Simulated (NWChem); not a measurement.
## Correlation energy of Br (+1)

```
Br
```
Charge +1, spin multiplicity 3.

Everything below was run with NWChem.

Basis set: def2-SVP. Each correlation energy counts from its own Hartree-Fock reference.

The Hamiltonian is non-relativistic. The correlated methods keep 9 core orbitals frozen. The stability of the SCF solutions was not checked. Open-shell Hartree-Fock references start from PBE0 orbitals. No row is a measurement; the coupled-cluster row has its own basis-set and correlation limits.

Problem. Order these methods by the correlation energy they give, lowest first: UMP2, SCS-UMP2, CCSD on UHF, CCSD[T] on UHF.

Solution. CCSD[T] on UHF (-196.8 mHa), CCSD on UHF (-193.8 mHa), UMP2 (-184.7 mHa), SCS-UMP2 (-170.3 mHa)
